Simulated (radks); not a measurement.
Ne II, 9 electrons, occupied as 1s1.75 2s2 2p5 3p0.25 (fractional occupations, a model configuration).

Method: scalar-relativistic Kohn-Sham, r2SCAN, spin-polarised, spherical densities, finite nucleus; open shells are filled with parallel spins first; meta-GGA in the generalised Kohn-Sham scheme; Fermi nuclear charge, rms radius 3.0055 fm; computed with a radial shooting solver on a logarithmic mesh with Libxc functionals.

Energy parts (eV):
| part | energy |
|---|---|
| total | -3273.818 |
| kinetic | 3273.481 |
| electron-nucleus | -7760.581 |
| Hartree | 1517.796 |
| exchange-correlation | -304.513 |

Orbitals (lengths in bohr, moments of r in powers of bohr; r(90%) holds 90 % of the orbital's charge):
| orbital | occ. | eigenvalue (eV) | r(90%) | <r^4> | <1/r> |
|---|---|---|---|---|---|
| 1s up | 1 | -889.6356 | 0.280 | 0.002843 | 9.701 |
| 1s down | 0.75 | -878.7439 | 0.280 | 0.002869 | 9.682 |
| 2s up | 1 | -64.0048 | 1.33 | 1.343 | 1.750 |
| 2s down | 1 | -61.1002 | 1.35 | 1.443 | 1.721 |
| 2p up | 3 | -39.3831 | 1.41 | 1.827 | 1.620 |
| 2p down | 2 | -36.1682 | 1.46 | 2.089 | 1.579 |
| 3p up | 0.25 | -5.2693 | 6.87 | 918.1 | 0.2805 |

The highest occupied level is 3p up at -5.269 eV. Summed over all electrons, <r^2> = 12.23 bohr^2, which gives a Langevin (diamagnetic) susceptibility term of -9.69 x 10^-6 cm^3/mol. The electron density at the nucleus is 582 e/bohr^3 (large components only). The spin density at the nucleus is 79.56 e/bohr^3 (1s 78.83, 2s 0.73). The density falls to 0.001 e/bohr^3 at r = 2.69 bohr.
